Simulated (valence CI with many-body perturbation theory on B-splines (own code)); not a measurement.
**Cs³²⁺: what the settings do**

Calculated by relativistic CI+MBPT: five valence electrons over a frozen Dirac-Fock core [Ar], a basis of 6 s, 6 p, 5 d, 5 f, 1 g functions for each j, with the one-electron correlation potential Σ1, the two-electron term Σ2, the three-electron term Σ3, Breit, model QED; selected CI, second order for the rest, scaled by the run's own slope (own B-spline code, finite nucleus).

The last digits are not significant, and no measured levels were compared; by estimate large intervals hold to a few tenths of a per cent, small ones and those within an open d or f shell to about a per cent. Among the levels kept, up to 600 cm⁻¹ of a level comes from second order outside the variational space, and about a tenth of that is noise between levels of different J, which matters for small intervals. Only levels of the ground parity were solved; by the run's estimate the other parity begins above the list, which can be wrong where configurations are misplaced.

The reference run has the lowest level (3d3/2^4 3d5/2) J=5/2 and an ionisation energy of 2028.89 eV. Its largest variational space holds 9924 state functions.

Levels are named by their leading jj configuration (3d3/2^4 stands for four electrons in 3d with j = 3/2), which in mixed levels can hold well under half, so a name can repeat and another be missing. Letters in brackets count levels of one name in rising energy.

Changed runs:
A. selection threshold (hartree) 2e-08 → 1e-06
B. averaging of valence orbitals over low configurations on → off
C. lowest core n in screening and Σ2 1 → 4; core polarisation of operators on → off
D. scale of Σ1 1 → 0 (bad on purpose)

Excitation energies of the reference run in cm⁻¹, and shifts in cm⁻¹:

```csv
Level,Reference,A,B,C,D
(3d3/2^3 3d5/2^2) J=5/2 [a],97125,0,-12,+1032,-323
(3d3/2^3 3d5/2^2) J=7/2 [a],158265,0,-19,+2679,-563
(3d3/2^3 3d5/2^2) J=3/2 [a],163562,-5.6,-46,+412,-581
(3d3/2^3 3d5/2^2) J=11/2,167008,-35,-24,+4224,-598
(3d3/2^3 3d5/2^2) J=9/2,185240,0,-14,+3518,-703
(3d3/2^3 3d5/2^2) J=5/2 [b],189849,0,-8.7,+2294,-828
(3d3/2^3 3d5/2^2) J=1/2,199751,-22,-54,-628,-797
(3d3/2^3 3d5/2^2) J=7/2 [b],230521,0,-34,+3682,-761
(3d3/2^2 3d5/2^3) J=5/2 [a],246259,0,-25,-426,-1117
(3d3/2^2 3d5/2^3) J=7/2 [a],272244,0,-14,+3256,-1299
(3d3/2^3 3d5/2^2) J=3/2 [b],277545,-6.4,-77,-2756,-1031
(3d3/2^2 3d5/2^3) J=11/2,277632,-35,-10,+5198,-1359
Ionisation energy (eV),2028.89,0,+0.0047,-9.38,-2.30
```
